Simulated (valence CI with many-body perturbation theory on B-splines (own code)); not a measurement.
**Au²⁸⁺: magnetic and hyperfine properties of the levels**

Computed by relativistic CI+MBPT: five valence electrons over a frozen Dirac-Fock core [Kr] 4d10, a basis of 7 s, 7 p, 7 d, 7 f, 4 g, 2 h functions for each j, with the one-electron correlation potential Σ1 (screened to all orders), the two-electron term Σ2, the three-electron term Σ3, Breit, model QED; selected single and double excitations, second order for the rest, scaled by the run's own slope (own B-spline code, finite nucleus).

No measured spectrum was set against this ion. As an estimate, large intervals hold to a few tenths of a per cent, small ones and those within an open d or f shell to about a per cent. Core correlation moves these levels by up to 4900 cm⁻¹, and in measured spectra 5 to 20 % of such shifts remained as error; rates that hang on mixing are uncertain with them. Among the levels kept, up to 790 cm⁻¹ of a level comes from second order outside the variational space, and about a tenth of that is noise between levels of different J, which matters for small intervals. Only levels of the ground parity were solved; by the run's estimate the other parity begins above the list, which can be wrong where configurations are misplaced.

A/g_I is the dipole constant over the nuclear g factor μ/I (μ in nuclear magnetons, uniformly magnetised nucleus), B/Q the quadrupole constant per barn. Both hold the static response of the core; the bare values leave it out. Large factors of s and p1/2 electrons are usually good to 5 to 10 %; those of open d and f shells near neutrality can be off by tens of per cent, and small factors of p3/2, d and f electrons come from cancelling terms and can be off by a factor of two or in sign, in half-filled shells by more. B is blank for J = 1/2, where it vanishes, and for nearly pure S terms. Energies count from the lowest level.

Levels are named by their leading jj configuration (3d3/2^4 stands for four electrons in 3d with j = 3/2), which in mixed levels can hold well under half, so a name can repeat and another be missing. Letters in brackets count levels of one name in rising energy.

```
                       Level  E (eV)       g  A/g_I (MHz)  A/g_I bare  B/Q (MHz/b)  B/Q bare
             (4f5/2^5) J=5/2   0.000   0.488         6820        5940        -5050     -4530
       (4f5/2^4 4f7/2) J=7/2   2.465   0.879         4370        4220        -4280     -3850
       (4f5/2^4 4f7/2) J=5/2   4.071   1.057         3980        4250        -2370     -2110
       (4f5/2^4 4f7/2) J=3/2   4.334   0.933         5020        5100        -1050      -919
 (4f5/2^3 4f7/2^2) J=9/2 [a]   4.382   1.060         3410        3620        -3960     -3570
       (4f5/2^4 4f7/2) J=1/2   4.695  -0.470        14800       12400                       
(4f5/2^3 4f7/2^2) J=11/2 [a]   5.783   1.146         3070        3470        -3820     -3460
 (4f5/2^3 4f7/2^2) J=7/2 [a]   6.146   1.285         2120        2760         -132      -150
      (4f5/2^4 4f7/2) J=13/2   6.759   1.172         3060        3520        -3700     -3390
      (4f5/2^4 4f7/2) J=15/2   6.788   1.087         3620        3940        -1070     -1070
 (4f5/2^3 4f7/2^2) J=9/2 [b]   7.820   1.336         1850        2600         1880      1630
 (4f5/2^3 4f7/2^2) J=5/2 [a]   8.435   1.000         4060        4200        -2790     -2510
(4f5/2^3 4f7/2^2) J=15/2 [a]   9.128   1.067         3480        3720        -1030     -1000
(4f5/2^3 4f7/2^2) J=11/2 [b]   9.256   1.309         2110        2810         3470      3030
 (4f5/2^3 4f7/2^2) J=3/2 [a]   9.567   0.608         6340        5710         -113      -119
 (4f5/2^3 4f7/2^2) J=9/2 [c]   9.788   0.863         4420        4240        -2330     -2080
(4f5/2^3 4f7/2^2) J=13/2 [a]   9.917   0.964         4020        4060         -960      -892
(4f5/2^3 4f7/2^2) J=11/2 [c]  10.016   0.973         3900        3940        -1150     -1050
 (4f5/2^3 4f7/2^2) J=5/2 [b]  10.251   1.335         2050        2830        -3080     -2760
 (4f5/2^3 4f7/2^2) J=7/2 [b]  10.930   1.038         3790        3990        -2740     -2480
(4f5/2^3 4f7/2^2) J=17/2 [a]  11.181   1.009         3810        3940         3980      3500
     (4f5/2^3 4f7/2^2) J=1/2  11.385   0.409        11000       10500                       
 (4f5/2^3 4f7/2^2) J=3/2 [b]  11.883   1.938        -2970       -1240         1120       976
 (4f5/2^3 4f7/2^2) J=9/2 [d]  12.562   1.065         3600        3850        -1180     -1080
(4f5/2^3 4f7/2^2) J=15/2 [b]  12.596   1.001         3890        4000        -68.4     -71.1
 (4f5/2^3 4f7/2^2) J=7/2 [c]  12.780   0.864         4380        4200          993       916
    (4f5/2^3 4f7/2^2) J=19/2  12.804   1.056         3590        3820         5000      4400
       (4f5/2^4 4f7/2) J=9/2  13.138   1.035         3540        3700         2760      2440
(4f5/2^3 4f7/2^2) J=11/2 [d]  13.233   1.100         3360        3680          878       765
 (4f5/2^3 4f7/2^2) J=5/2 [c]  13.264   0.874         5110        5040          865       747
    (4f5/2^3 4f7/2^2) J=21/2  13.454   1.078         3560        3830         6200      5450
(4f5/2^3 4f7/2^2) J=13/2 [b]  13.478   0.951         4170        4190        -2290     -2010
    (4f5/2^2 4f7/2^3) J=15/2  13.772   1.082         3260        3510         -209      -231
(4f5/2^3 4f7/2^2) J=17/2 [b]  13.835   1.021         3910        4080         -237      -214
 (4f5/2^3 4f7/2^2) J=7/2 [d]  14.170   1.434          920        1810         1710      1500
(4f5/2^3 4f7/2^2) J=13/2 [c]  14.270   1.083         3490        3770          700       594
 (4f5/2^3 4f7/2^2) J=5/2 [d]  14.399   1.372         1730        2560        -1600     -1420
    (4f5/2^2 4f7/2^3) J=11/2  14.497   0.956         3770        3740        -1590     -1390
(4f5/2^3 4f7/2^2) J=13/2 [d]  14.753   1.058         3440        3650        -1590     -1420
     (4f5/2^2 4f7/2^3) J=3/2  14.962   1.288         1200        1740         1270      1140
```

(1) Take the isotope of mass number 197, with I = 3/2, μ = 0.1452 μN and Q = 0.547 b. What is the hyperfine structure of (4f5/2^4 4f7/2) J=1/2?

Results:

(1) From the table A = 1430 MHz. Shifts from the centre of gravity in MHz: F = 1: -1790, F = 2: 1070.
